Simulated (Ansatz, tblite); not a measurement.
Cost and result up the ladder for Sn(vinyl)3(NMe2) (C8H15NSn) (25 atoms). The state is a singlet with charge 0. Geometry: PBE-D4/def2-SVP.

```xyz
25

Sn    0.026   -0.144   -0.161
C     1.976    0.742   -0.492
C     2.407    1.074   -1.723
H     2.634    0.928    0.378
H     1.789    0.910   -2.625
H     3.401    1.527   -1.898
C     0.277   -2.205    0.410
C     1.430   -2.869    0.204
H    -0.579   -2.730    0.872
H     2.311   -2.385   -0.253
H     1.554   -3.932    0.482
C    -1.146    0.039   -1.959
C    -1.419   -1.027   -2.735
H    -1.518    1.035   -2.264
H    -1.070   -2.045   -2.481
H    -2.008   -0.939   -3.666
N    -1.053    0.732    1.382
C    -1.664    2.024    1.156
C    -0.544    0.565    2.727
H    -2.517    2.180    1.859
H    -2.079    2.091    0.129
H    -0.974    2.898    1.299
H    -0.111   -0.448    2.863
H     0.245    1.309    3.022
H    -1.368    0.671    3.474
```

Ansatz on 2 threads of AMD EPYC 7R13 on a shared host and a share (18 GiB) of an NVIDIA H100 80GB HBM3; xTB runs through tblite on one thread. Times are rough, summed over both states, and most runs start from the orbitals of an earlier one. CAM-B3LYP-D4/def2-TZVP serves as the yardstick here, not as an exact answer. The other state is a doublet.

In the def2 sets Sn takes a core potential; there is no spin–orbit coupling. The xTB rows come from tblite. Single mean-field runs in def2-TZVP are fitted with def2-universal-jkfit.

Raw xTB energies of ions are shifted by several eV.

| level | functions | wall time |
| --- | --- | --- |
| GFN2-xTB | 60 | 0.038 s |
| GFN1-xTB | 75 | 0.05 s |
| PBE-D4/def2-TZVP | 419 | 6.2 s |
| PBE0-D4/def2-TZVP (with forces) | 419 | 7.3 s |
| CAM-B3LYP-D4/def2-TZVP | 419 | 9.5 s |

Question: Estimate what each level gives for the vertical IE (eV).

Answer: 
```csv
level,vertical IE (eV),difference from CAM-B3LYP-D4/def2-TZVP (eV)
GFN2-xTB,11.95,4.43
GFN1-xTB,12.88,5.35
PBE-D4/def2-TZVP,7.27,-0.26
PBE0-D4/def2-TZVP (with forces),7.39,-0.14
CAM-B3LYP-D4/def2-TZVP,7.53,0.00
```
